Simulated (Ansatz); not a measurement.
Cartesian coordinates in Å:
```
Cl -0.0321 -0.3048 -2.0117
Ga -0.1256 0.1141 0.0725
Cl 1.3351 -0.8782 1.2598
H -1.1773 1.0690 0.6794
```

Charge 0, multiplicity 1.

Question: List the PBE/def2-TZVPP orbital energies in eV (the Gaussian-basis code of Ansatz). (An estimate is asked.)

Answer: Ansatz gave: Occupied: -10095.08, -2739.07, -2739.07, -1234.94, -1094.67, -1094.56, -1094.54, -249.63, -249.63, -190.31, -190.31, -190.18, -190.18, -190.15, -190.15, -144.77, -99.38, -99.15, -99.07, -21.70, -21.63, -21.31, -21.24, -21.24, -20.13, -19.66, -11.95, -9.38, -9.27, -8.46, -7.98, -7.80, -7.74. Lowest empty: -2.51, -1.88, 0.15, 2.08, 2.54, 3.50, 3.54, 3.70.
